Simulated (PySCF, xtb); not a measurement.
CdH2Se, SMILES [SeH][CdH].

GFN2-xTB run with xtb 6.7.1 at its own geometry gives an orbital gap of 4.09 eV and a dipole moment of 4.48 D.

Geometry: B3LYP-D3(BJ)/def2-TZVP. The def2 effective core potentials stand for the cores of Cd; spin–orbit coupling is left out.

**Question.** What does PBE/def2-TZVPD run with PySCF give? (Estimate from the structure and the level; the computed values follow.)

**Answer.** gap 4.08 eV (levels -5.71 and -1.63 eV), dipole 1.25 D.
